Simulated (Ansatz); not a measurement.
`[OH][GeH]([F])[F]` → H–F + `[OH][Ge][F]` at 298.15 K and 1 bar (germylene formation by 1,1-elimination).

Gas-phase electronic energies from Ansatz, PBE0-D4/def2-TZVP geometries. CCSD(T)/CBS adds triple-zeta CCSD(T) − MP2 to the extrapolated MP2 energy (def2 sets, frozen cores). This one scheme is used for every species. For Ge outer-core shells are correlated without core-valence functions, which leaves a few kJ/mol of doubt a bond. Scalar relativity is left out up to krypton. Each species was taken in one conformer, which may not be the lowest.

| species | CCSD(T)/CBS energy (Eh) | H − E (kJ/mol) | S (J/(mol·K)) |
| --- | --- | --- | --- |
| `[OH][GeH]([F])[F]` | -2352.17909 | 86.5 | 313.9 |
| H–F | -100.39570 | 33.5 | 173.6 |
| `[OH][Ge][F]` | -2251.74560 | 53.1 | 280.4 |

H − E and S are ideal-gas, rigid-rotor, harmonic terms from PBE0-D4/def2-TZVP, for one conformer and one mirror image of each species. 1 Eh = 2625.50 kJ/mol, R = 8.31446 J/(mol·K).

Problem. By hand: ΔE, ΔH, ΔS and ΔG.

Solution. ΔE = (-100.39570) + (-2251.74560) − (-2352.17909) = 0.03779 Eh = 99.2 kJ/mol. Δ(H − E) = 33.5 + 53.1 − 86.5 = 0.1, so ΔH = 99.3 kJ/mol. ΔS = 173.6 + 280.4 − 313.9 = 140.1 J/(mol·K). ΔG = 99.3 − 298.15 × (140.1)/1000 = 57.5 kJ/mol.

Problem. By hand: the equilibrium constant, and the temperature at which ΔG would vanish if ΔH and ΔS stayed fixed.

Solution. log₁₀ K = −ΔG/(RT ln 10) = -10.1. ΔG = 0 at ΔH/ΔS = 709 K.

The number of gas molecules changes by +1, which sets the sign of ΔS. A doubt of 5 kJ/mol in ΔE shifts log₁₀ K by 0.9 here. Other conformers and mirror images would add mixing entropy, several J/(mol·K) or more a flexible species. These are equilibria of isolated gas molecules and say nothing of rates. Largest T1 diagnostic: 0.015 (customary marks: 0.02 for closed shells, 0.045 for open ones).
